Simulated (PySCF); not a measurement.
Löwdin shares of the frontier orbitals

Species: B(NCS)3, C₃BN₃S₃.
Structure used (PBE0-D3(BJ)/def2-SVP), in Å, numbered top down from 1:
```
atom  x, y, z in Å
B1     0.0026   -0.0058    0.0054
N2     1.4213   -0.0004   -0.0145
C3     2.6164   -0.0119   -0.0268
S4     4.1842   -0.0246   -0.0438
N5    -0.7113    1.2196    0.0068
C6    -1.2887    2.2662    0.0006
S7    -2.0483    3.6379   -0.0066
N8    -0.6999   -1.2379    0.0236
C9    -1.2897   -2.2775    0.0266
S10   -2.0620   -3.6423    0.0332
```

Theory: TDDFT CAM-B3LYP/def2-SVPD, vertical, gas phase, core orbitals frozen in the response in PySCF 2.14.0, density-fitted response routines.

Frontier orbitals with the atoms that hold most of them (Löwdin shares over 4%, at most four atoms; ? is withheld):

```csv
orbital,ε (eV),atoms
HOMO-3,-9.50,"S7 30%, S10 29%, C6 10%, C9 10%"
HOMO-2,-9.20,"S7 37%, S10 16%, N5 14%, C6 12%"
HOMO-1,-9.20,"S4 34%, S10 22%, N2 13%, C3 11%"
HOMO,-8.92,?
LUMO,?,"B1 19%, S7 10%, S10 10%, S4 10%"
LUMO+1,0.00,"S4 23%, C3 22%, N2 15%, S10 7%"
LUMO+2,0.01,"S7 18%, C6 18%, S10 16%, C9 16%"
```

**Question.** Which atoms hold the HOMO, and with what shares?

**Answer.** S4 (bonded to C) 20%; S10 (bonded to C) 19%; S7 (bonded to C) 19%; N2 (bonded to B and C) 8%. By element: sulfur 58%, nitrogen 8% or more.

**Question.** What is the LUMO energy, and the HOMO–LUMO gap?

**Answer.** ε(LUMO) = -2.20 eV; the gap is 6.72 eV (0.2471 hartree).

Within 0.005 eV of a neighbour in this list lie HOMO-2/HOMO-1.

**Question.** The HOMO–LUMO gap is 6.72 eV. Where does the response calculation put the lowest singlet, and from which orbitals?

**Answer.** S1 is at 3.63 eV (f = 0.0000), 3.09 eV below the gap, made of HOMO→LUMO (90%). 

Next come S2 at 4.10 eV (f 0.0000), HOMO-3→LUMO (82%); S3 at 4.11 eV (f 0.0000), HOMO-4→LUMO (82%); S4 at 4.44 eV (f 0.277), HOMO-2/HOMO-1→LUMO (≥76%); S5 at 4.44 eV (f 0.284), HOMO-2/HOMO-1→LUMO (≥76%).

Orbitals of the list HOMO-3 to LUMO+2 that lie within 0.01 eV of each other are written together with a slash and their weights summed (≥ marks a lower bound); for degenerate orbitals outside that list single weights are arbitrary.

The run took 59 s of wall time (with the writing of density and orbital grids) on an Arm Neoverse V1 with one thread, no GPU, shared host, and the process peaked at 1.0 GiB of memory.
